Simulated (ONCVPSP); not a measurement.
What one change does to a pseudopotential (aluminium (Al), ONCV)

| Quantity | Value |
| --- | --- |
| Element | Al (Z = 13) |
| Generator | ONCVPSP 4.0.1 |
| Type | optimised norm-conserving Vanderbilt (ONCV) |
| Functional | LDA (Perdew-Zunger) |
| Relativity | scalar-relativistic |
| Frozen core | [Ne] |
| Valence charge | 3 |
| Reference configuration | 3s2 3p1 |
| Partial waves | 3s: rc 1.55 bohr, ncon 3, nbas 6, qcut 4.9 1/bohr, 2 projectors, debl 1.8 Ha; 3p: rc 2.75 bohr, ncon 3, nbas 7, qcut 3.4 1/bohr, 2 projectors, debl 0.9 Ha; d scattering state at 0.07 Ha: rc 2.85 bohr, ncon 4, nbas 7, qcut 3.4 1/bohr, 2 projectors, debl 3.3 Ha |
| Local potential | polynomial inside 1.00 bohr (lpopt 5, dvloc0 0 Ha) |
| Core correction | Teter function, fcfact 4.5, rcfact 1.45 |

Change: core correction Teter function, fcfact 3.1, rcfact 1.45.

Cutoffs: the cutoffs (Ha) at which the residual kinetic energy of the hardest occupied pseudo-wave falls to 1 and 0.1 mHa per electron; they do not see the model core or the augmentation charge, which bear on the density cutoff. Errors are all-electron minus pseudo energies relative to the spin-unpolarised reference configuration.

Question: How do hardness, ghosts and transferability respond?

Answer: The potential gets neither clearly harder nor softer (5.6 Ha and 18 Ha → 5.6 Ha and 18 Ha); both files keep a bound ghost (s); of the 4 tests that both files solve, the error grows in 0 and shrinks in 3 by more than 15 % and 0.3 meV (median size 3.9 → 0.9 meV). A model core, the more so a compact one, raises the density cutoff, which this test does not measure.

```tsv
quantity	base	changed
cutoff, loose	5.6 Ha	5.6 Ha
cutoff, tight	18 Ha	18 Ha
bound ghosts	s	s
GHOST(+) flags under 300 eV	none	none
error for 3s2 3p0, meV [ΔE 5.85 eV]	-2.2	-1.3
error for 3s1 3p0, meV [ΔE 25.22 eV]	-30	-7.7
error for 3s2 3p0.5, meV [ΔE 2.13 eV]	-0.3	-0.2
error for 3s1 3p1, meV [ΔE 11.67 eV]	-5.6	-0.6
s: phases at 1.57 bohr within 0.05 rad from the reference energy up to (Ha; the scan ends near 5)	to the end of the scan	to the end of the scan
p: phases at 2.79 bohr within 0.05 rad from the reference energy up to (Ha; the scan ends near 5)	1.6	1.6
d: phases at 2.89 bohr within 0.05 rad from the reference energy up to (Ha; the scan ends near 5)	1.3	1.3
rms error of d²Exc/dni dnj with the model core, mHa	0.31	0.48
```

Base: The cutoffs count occupied waves only; projector 2 of the d channel, the hardest unoccupied one, needs 28 Ha at the loose tolerance. Changed file: The cutoffs count occupied waves only; projector 2 of the d channel, the hardest unoccupied one, needs 28 Ha at the loose tolerance. A true bound ghost makes a file unfit for plane-wave use even where its test errors are small: the radial tests pick states by their node count and pass the ghost by.
